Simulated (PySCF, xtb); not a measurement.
B(F)2(Et) (C2H5BF2), SMILES CCB(F)F. Other conformers were not sampled.

Harmonic wavenumbers (cm⁻¹) from GFN2-xTB (xtb) at its own minimum, in rising order: 35, 166, 186, 380, 404, 464, 730, 754, 984, 1017, 1087, 1219, 1231, 1288, 1327, 1417, 1456, 1500, 1504, 2951, 2976, 3038, 3047, 3052.

Task: What does PySCF with PBE-D3(BJ)/def2-SVP give at its own minimum? (An estimate is asked for; the answer gives what the named calculation found.)

Result: 37, 183, 202, 401, 441, 498, 736, 742, 952, 971, 1048, 1185, 1207, 1337, 1359, 1371, 1389, 1429, 1430, 2961, 2977, 2996, 3063, 3064. Paired by order, the mean absolute difference is 31 cm⁻¹ and the zero-point energies are 46.1 and 45.7 kcal/mol.
